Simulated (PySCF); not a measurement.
Geometry:
```csv
atom,x (Å),y (Å),z (Å)
C1,-0.791,2.038,0.059
C2,-1.381,0.850,0.009
N3,-0.796,-0.397,-0.101
Si4,-1.721,-1.855,0.047
C5,0.653,-0.488,-0.092
C6,1.256,-0.247,1.292
C7,1.271,0.372,-1.159
N8,2.447,0.793,-1.054
H9,0.274,2.179,0.037
H10,-1.389,2.929,0.118
H11,-2.461,0.796,0.036
H12,-1.117,-2.811,-0.883
H13,-1.683,-2.400,1.410
H14,-3.089,-1.516,-0.328
H15,0.900,-1.519,-0.388
H16,2.338,-0.223,1.207
H17,0.957,-1.042,1.971
H18,0.914,0.702,1.693
H19,0.616,0.525,-2.029
H20,2.795,1.327,-1.847
```

[PySCF 2.14.0 with density-fitted response routines: GFN2-xTB geometry; σ from GIAO-PBE0/pcSseg-1; rapidly exchanging positions averaged; one conformer; gas phase; non-relativistic]

References, each an isolated molecule treated in the same way: TMS for ¹³C (186.93 ppm).

Problem. Do the ¹³C shifts follow the atomic charges (in e)? Tabulate both.

Solution. 
| atoms | hybridisation | δ (ppm) | σ para (ppm) | Hirshfeld | IAO | Mulliken | ESP-fitted |
| --- | --- | --- | --- | --- | --- | --- | --- |
| C7 | – | 186.3 | -252 | +0.06 | +0.05 | +0.08 | +0.18 |
| C2 | – | 143.7 | -208 | -0.00 | -0.04 | +0.07 | +0.18 |
| C1 | – | 90.3 | -161 | -0.16 | -0.43 | -0.26 | -0.75 |
| C5 | – | 61.1 | -121 | +0.02 | -0.02 | -0.12 | +0.40 |
| C6 | – | 9.2 | -70 | -0.13 | -0.43 | -0.17 | -0.33 |

Correlation coefficients of δ with charge over these carbons: Hirshfeld +0.63, IAO +0.69, Mulliken +0.77, ESP-fitted +0.34; with the paramagnetic shielding -1.00. With so few points these coefficients are fragile. Charge is one influence among several: hybridisation and low-lying excitations act through the paramagnetic term.

Shifts are as computed. Against solution values, carbons near 30 ppm lie about +3 ppm off and those near 130 ppm about +5 ppm. Of 1211 compounds with measured shifts, 218 miss one by over three times the rms of a fit or turn the order of signals round; such compounds aren't used in these exercises.
